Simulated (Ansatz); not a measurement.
Zn₂I₅⁻ (the lowest singlet isomer of a short search). The state is a singlet with charge -1. Geometry r2SCAN-D4/def2-SVPD, basis def2-SVP, Ansatz.

```xyz
7

Zn   -0.115   -1.101    0.915
Zn    0.115    1.101   -0.915
I    -0.314   -3.030    2.521
I     0.314    3.030   -2.521
I    -2.181    0.639    0.496
I     1.772    0.850    1.245
I     0.409   -1.489   -1.740
```

```csv
run,HOMO (eV),LUMO (eV)
A,-3.01,1.43
B,-3.08,1.32
C,-4.12,2.04
D,-4.79,2.92
E,-2.69,1.22
F,-3.88,1.97
```

In the def2 sets I takes a core potential; there is no spin–orbit coupling. The structure comes from a short search, and lower isomers may exist.

The runs used B97M-V, BHLYP, PBE, PBE0, r2SCAN, r2SCAN0. Estimate which is which.

A B97M-V (0 % exact exchange); B r2SCAN (0 % exact exchange); C r2SCAN0 (25 % exact exchange); D BHLYP (50 % exact exchange); E PBE (0 % exact exchange); F PBE0 (25 % exact exchange). Exact exchange lowers occupied and raises empty levels; among semilocal functionals meta-GGAs tend to open the gap a little, and such runs are hard to tell apart. The gap grows from 3.91 eV (PBE) to 7.72 eV (BHLYP).
